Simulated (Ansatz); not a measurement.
`CB(C)C[SiH3]` at its PBE0-D4/def2-TZVP geometry, where that method's forces vanish. Total charge 0; spin multiplicity 1.

```csv
atom,x (Å),y (Å),z (Å)
C1,0.0048,1.8567,-0.2025
B2,-0.5311,0.3872,-0.0717
C3,-1.6366,0.0586,0.9929
C4,0.0538,-0.7540,-0.9552
Si5,1.6202,-1.4055,-0.1406
H6,0.6366,2.0656,0.6722
H7,-0.8060,2.5906,-0.1480
H8,0.6056,2.0564,-1.0923
H9,-1.6642,0.7505,1.8384
H10,-1.6031,-0.9678,1.3678
H11,-2.6044,0.1629,0.4800
H12,0.3645,-0.4185,-1.9503
H13,-0.6104,-1.6194,-1.0524
H14,1.3321,-1.9025,1.2323
H15,2.1923,-2.5282,-0.9314
H16,2.6458,-0.3326,-0.0393
```

**Question.** For each bond, give half the difference of the two atoms' forces along it (eV/Å; positive pushes the atoms apart) under PBE-D4, r2SCAN-D4, B3LYP-D4, ωB97M-V in def2-TZVPP. (An estimate is asked.)

**Answer.** Computed: 
```
   bond  length (Å)  PBE-D4  r2SCAN-D4  B3LYP-D4  ωB97M-V
  C1–B2       1.570   -0.07       0.00      0.04     0.06
  C1–H6       1.099    0.14       0.00     -0.04    -0.05
  C1–H7       1.095    0.13      -0.01     -0.04    -0.06
  C1–H8       1.092    0.12      -0.02     -0.03    -0.06
  B2–C3       1.570   -0.06       0.00      0.04     0.06
  B2–C4       1.557   -0.04       0.02      0.01     0.05
 C3–H10       1.093    0.12      -0.01     -0.04    -0.06
 C3–H11       1.100    0.14       0.00     -0.03    -0.05
 C4–Si5       1.882    0.06       0.03      0.14     0.06
 C4–H12       1.095    0.12      -0.01     -0.05    -0.06
 C4–H13       1.095    0.11      -0.01     -0.05    -0.06
Si5–H14       1.488    0.06      -0.02     -0.08    -0.10
Si5–H15       1.488    0.07      -0.03     -0.10    -0.13
Si5–H16       1.488    0.06      -0.02     -0.08    -0.10
```

B3LYP here is the variant with VWN-RPA as its local correlation; programs differ in this.
